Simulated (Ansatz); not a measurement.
Ansatz results at the PBE0-D4/def2-TZVP geometry: HOMO–LUMO gap (B3LYP/def2-TZVPP) 5.42 eV; HOMO energy (PBE/def2-TZVPP) -7.35 eV; size of the dipole moment (B3LYP/def2-TZVPP) 1.44 D.

Each molecule was computed in one conformer, which needn't be the lowest.

(1) Which molecule gave them?
A. `[F][In]([O][SiH3])[O][SiH3]`
B. `C[O][In]([F])[Cl]`
C. `C[N](C)[In]([NH2])[OH]`
D. `N#[C][In]([F])[Cl]`

Results:

(1) A. The others give `N#[C][In]([F])[Cl]`: 6.53, -8.41, 1.60; `C[O][In]([F])[Cl]`: 5.14, -6.78, 1.55; `C[N](C)[In]([NH2])[OH]`: 4.48, -4.75, 2.07.

B3LYP here is the variant with VWN-RPA as its local correlation; programs differ in this.
